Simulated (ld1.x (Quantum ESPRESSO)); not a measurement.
**Reading a pseudo-wave (tantalum (Ta))**

Columns: radius, all-electron u(r) and pseudo u(r) of the 5s shell (level -71.51 eV) of tantalum in the configuration [Kr] 4d10 4f14 5s2 5p6 5d4 6s1 6p0; LDA (PZ), scalar-relativistic, RRKJ scheme, ld1.x (Quantum ESPRESSO) 7.5.

```json
{"r (bohr)": "0.088", "all-electron": "-0.0092", "pseudo": "0.0372"}
{"r (bohr)": "0.175", "all-electron": "0.3688", "pseudo": "0.0798"}
{"r (bohr)": "0.262", "all-electron": "-0.2341", "pseudo": "0.1346"}
{"r (bohr)": "0.350", "all-electron": "-0.6023", "pseudo": "0.2102"}
{"r (bohr)": "0.438", "all-electron": "-0.4742", "pseudo": "0.3142"}
{"r (bohr)": "0.525", "all-electron": "-0.0889", "pseudo": "0.4502"}
{"r (bohr)": "0.612", "all-electron": "0.3366", "pseudo": "0.6161"}
{"r (bohr)": "0.700", "all-electron": "0.6933", "pseudo": "0.7977"}
{"r (bohr)": "0.788", "all-electron": "0.9392", "pseudo": "0.9627"}
{"r (bohr)": "0.875", "all-electron": "1.0768", "pseudo": "1.0778"}
{"r (bohr)": "0.962", "all-electron": "1.1293", "pseudo": "1.1285"}
{"r (bohr)": "1.050", "all-electron": "1.1187", "pseudo": "1.1186"}
{"r (bohr)": "1.138", "all-electron": "1.0650", "pseudo": "1.0650"}
{"r (bohr)": "1.225", "all-electron": "0.9866", "pseudo": "0.9866"}
{"r (bohr)": "1.312", "all-electron": "0.8950", "pseudo": "0.8950"}
{"r (bohr)": "1.400", "all-electron": "0.7979", "pseudo": "0.7979"}
{"r (bohr)": "1.487", "all-electron": "0.7033", "pseudo": "0.7033"}
{"r (bohr)": "1.575", "all-electron": "0.6128", "pseudo": "0.6128"}
{"r (bohr)": "1.662", "all-electron": "0.5303", "pseudo": "0.5303"}
{"r (bohr)": "1.750", "all-electron": "0.4551", "pseudo": "0.4551"}
{"r (bohr)": "1.838", "all-electron": "0.3883", "pseudo": "0.3883"}
{"r (bohr)": "1.925", "all-electron": "0.3305", "pseudo": "0.3305"}
{"r (bohr)": "2.012", "all-electron": "0.2801", "pseudo": "0.2801"}
{"r (bohr)": "2.100", "all-electron": "0.2362", "pseudo": "0.2362"}
{"r (bohr)": "2.188", "all-electron": "0.1985", "pseudo": "0.1985"}
{"r (bohr)": "2.275", "all-electron": "0.1668", "pseudo": "0.1668"}
```

(1) How many radial nodes do the two functions have?

(2) At about which radius was the pseudo-wave matched?

(3) Where does each function peak?

(4) Is the pseudo-wave norm-conserving?

Results:

(1) The all-electron 5s function has n − l − 1 = 4 (the table is too coarse to show those close to the nucleus); the pseudo-wave has 0, since the states of the same l below it are removed with the core.

(2) 1.15 bohr. The columns agree to 0.0005 from 1.05 bohr on; several derivatives are matched, so the curves merge somewhat inside the radius.

(3) Outermost all-electron maximum near 0.96 bohr, pseudo maximum near 0.96 bohr (to the table’s step).

(4) Yes: the RRKJ scheme keeps the norm inside the radius equal to the all-electron one, which fixes the energy derivative of the logarithmic derivative at the level.
